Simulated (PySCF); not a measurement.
Calculation: ωB97X-D3(BJ)/def2-TZVP // PBE0-D3(BJ)/def2-SVP (PySCF). Isolated molecules, 0 K electronic values unless said otherwise. One relaxed conformer stands for a flexible species; it need not be the lowest. Delta-SCF ions had no search for a lower state. Excitations are Tamm–Dancoff values on a coarser integration grid. The basis has no diffuse functions, so Rydberg states are missing or too high.

Reference species (SMILES): `Bc1c(C#C)ccc2ccsc12` (neutral, multiplicity 1).

* **S1–T1 gap (TDA)**: 1.28 eV
* **S1 oscillator strength**: 0.132
* **brightest of the four lowest singlets (TDA)**: 5.25 eV
* **vertical electron affinity (Delta-SCF)**: 0.85 eV

After one change: the S1–T1 gap (TDA) decreases by 0.08 eV; the S1 oscillator strength drops by 0.024; the brightest of the four lowest singlets (TDA) increases by 0.34 eV; the vertical electron affinity (Delta-SCF) falls by 0.10 eV.

Question: Which change was made? The new species is one of these.
A) `Bc1cc2c(C#C)cccc2s1`
B) `Bc1cc(C#C)cc2ccsc12`
C) `Bc1cc2cccc(C#C)c2s1`
D) `Bc1ccc(C#C)c2ccsc12`

Answer: B, `Bc1cc(C#C)cc2ccsc12`
